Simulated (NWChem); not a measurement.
CuI; SMILES [Cu][I]

```xyz
2

Cu     0.0000     0.0000    -1.5371
I      0.0000     0.0000     0.8411
```
Atoms are numbered in this order, from 1.

Computed with NWChem. Geometry: optimised at PBE0/def2-SVP. def2 effective core potentials on I; no spin-orbit coupling. Total energies of different functionals are on different scales.

```json
[
 {"level": "PBE/def2-SVP", "energy (Ha)": "-1937.7522", "highest occupied level (eV)": "-5.17", "orbital gap (eV)": "1.78", "dipole (D)": "4.29"},
 {"level": "TPSS/def2-SVP", "energy (Ha)": "-1937.9342", "highest occupied level (eV)": "-5.17", "orbital gap (eV)": "1.99", "dipole (D)": "4.65"},
 {"level": "B97-2/def2-SVP", "energy (Ha)": "-1938.7224", "highest occupied level (eV)": "-6.21", "orbital gap (eV)": "3.71", "dipole (D)": "5.15"},
 {"level": "LDA (Slater exchange, PW92)/def2-SVP", "energy (Ha)": "-1934.8245", "highest occupied level (eV)": "-5.39", "orbital gap (eV)": "1.81", "dipole (D)": "4.17"},
 {"level": "OLYP/def2-SVP", "energy (Ha)": "-1938.7642", "highest occupied level (eV)": "-4.99", "orbital gap (eV)": "1.74", "dipole (D)": "4.48"},
 {"level": "BLYP/def2-SVP", "energy (Ha)": "-1938.0484", "highest occupied level (eV)": "-5.05", "orbital gap (eV)": "1.65", "dipole (D)": "3.99"}
]
```
